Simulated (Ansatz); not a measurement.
`OCCN[SiH3]`, relaxed with RKS PBE0-D4/def2-TZVP in Ansatz from a PBE-D4/def2-SVP geometry. The force threshold is 0.005 eV/Å; the program also tests the step.

The species carries charge 0 and has multiplicity 1.

Start:

```xyz
14

O    -0.114   -1.170    2.115
C    -1.069   -0.358    1.442
C    -0.731   -0.206   -0.042
N     0.614    0.313   -0.194
Si    1.280    0.953   -1.670
H    -0.215   -2.077    1.770
H    -2.110   -0.746    1.558
H    -1.019    0.637    1.931
H    -1.465    0.483   -0.517
H    -0.883   -1.203   -0.540
H     1.251   -0.134    0.476
H     2.652    1.478   -1.347
H     0.390    2.063   -2.166
H     1.418   -0.032   -2.816
```

Q: How much energy does the relaxation release, and in how many steps? (Estimate.)

A: Computed: 6.29 kJ/mol, in 10 steps.

Q: Which bonds change most? (Estimate.)

A: Ansatz gave: N4–Si5 from 1.741 to 1.713 Å; Si5–H14 from 1.517 to 1.496 Å; C3–H10 from 1.125 to 1.104 Å; C2–H7 from 1.117 to 1.098 Å.

Q: Give the relaxed structure. (An estimate is asked.)

A: Computed: 
```xyz
14

O    -0.162   -1.176    2.122
C    -1.060   -0.340    1.416
C    -0.692   -0.234   -0.049
N     0.647    0.279   -0.203
Si    1.257    0.962   -1.652
H    -0.297   -2.080    1.826
H    -2.095   -0.689    1.520
H    -0.980    0.643    1.885
H    -1.402    0.441   -0.543
H    -0.825   -1.224   -0.519
H     1.290   -0.145    0.450
H     2.613    1.494   -1.362
H     0.344    2.055   -2.087
H     1.364    0.014   -2.803
```
